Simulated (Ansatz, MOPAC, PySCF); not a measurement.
Dissociation curve of CH3BO, SMILES [O+]#C[BH3-]. The B1–C5 bond (B1 also carries H, H, H; C5 carries O) is varied alone, starting from the PBE0/def2-TZVP optimised geometry.

Methods: PM6, restricted, heats of formation (MOPAC); RHF/3-21G = PySCF with restricted Hartree-Fock/3-21G; PM3, restricted, heats of formation (MOPAC); UCCSD(T) = Ansatz (a first-principles code) with CCSD(T) on UHF/cc-pVTZ, frozen core.

Energies relative to the lowest point of each curve near equilibrium, in eV; the last columns give the difference from UCCSD(T):

```tsv
R / Å	PM6	RHF/3-21G	PM3	UCCSD(T)	PM6 − UCCSD(T)	RHF/3-21G − UCCSD(T)	PM3 − UCCSD(T)
1.15	4.020	4.165	2.698	3.665	0.356	0.500	-0.967
1.22	2.312	2.487	1.442	2.107	0.206	0.381	-0.665
1.30	1.063	1.274	0.574	1.002	0.062	0.272	-0.428
1.35	0.574	0.786	0.262	0.572	0.002	0.214	-0.310
1.41	0.212	0.397	0.062	0.246	-0.034	0.151	-0.184
1.48	0.023	0.139	0.000	0.055	-0.032	0.085	-0.055
1.51	0.000	0.076	0.014	0.018	-0.018	0.058	-0.003
1.55	0.011	0.024	0.061	0.000	0.011	0.024	0.061
1.62	0.117	0.000	0.196	0.032	0.085	-0.032	0.163
1.66	0.212	0.013	0.292	0.075	0.137	-0.063	0.216
1.77	0.542	0.103	0.589	0.244	0.298	-0.141	0.346
1.87	0.872	0.214	0.874	0.420	0.452	-0.206	0.454
2.07	1.472	0.432	1.441	0.748	0.724	-0.316	0.693
2.24	1.859	0.584	1.896	0.967	0.892	-0.383	0.929
2.47	2.201	0.744	2.412	1.179	1.023	-0.435	1.233
2.70	2.390	0.869	2.776	1.317	1.072	-0.448	1.458
3.05	2.516	1.011	3.081	1.441	1.075	-0.430	1.640
3.30	2.553	1.082	3.185	1.492	1.061	-0.410	1.694
3.70	2.578	1.153	3.258	1.539	1.039	-0.386	1.719
4.05	2.588	1.187	3.282	1.562	1.026	-0.375	1.720
4.55	2.595	1.210	3.296	1.580	1.015	-0.370	1.716
5.32	2.600	1.221	3.303	1.593	1.008	-0.371	1.711
```

PM6 is furthest from UCCSD(T) at 3.05 (1.075 eV, above); its mean absolute difference over the points is 0.529 eV.

RHF/3-21G is furthest from UCCSD(T) at 1.15 (0.500 eV, above); its mean absolute difference over the points is 0.275 eV.

PM3 is furthest from UCCSD(T) at 4.05 (1.720 eV, above); its mean absolute difference over the points is 0.835 eV.
